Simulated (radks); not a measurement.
Spherical quantum dot in the effective-mass picture: electrons in a hard-walled sphere of radius 4.62, with a point charge +1 (a donor) at the centre, all in effective atomic units (hartree* = m*/eps^2 hartree, bohr* = eps/m* bohr), one dielectric constant everywhere. Method: non-relativistic Kohn-Sham, LDA (Slater exchange, Perdew-Wang correlation), spin-polarised, spherical densities; computed with a radial shooting solver with Libxc functionals. Levels are named by radial order and angular momentum (1s, 1p, 1d, 2s, ...), and open shells are averaged over m.

N = 20, configuration 1s2 1p6 1d10 2s(up 1, down 0) 1f(up 1, down 0). This is the lowest configuration that the search found. Occupied and some empty levels:

level    occupation  eigenvalue (hartree*)  <r> (bohr*)
1s up             1                 5.3528        2.965
1s down           1                 5.3757        3.045
1p up             3                 5.4920        3.234
1p down           3                 5.5063        3.240
1d up             5                 5.7038        3.346
1d down           5                 5.7170        3.347
2s up             1                 5.8829        1.679
1f up             1                 5.9914        3.433
1f down           0                 6.0044        3.432
2s down           0                 6.0065        1.731
1g up             0                 6.3497        3.505
1g down           0                 6.3629        3.504
2p up             0                 6.5474        2.308
2p down           0                 6.5918        2.351
2d up             0                 7.0757        2.601
2d down           0                 7.1000        2.619

Energy (hartree*): total 58.1139, kinetic 15.485, external -7.1333, Hartree 56.718, exchange-correlation -6.9559.
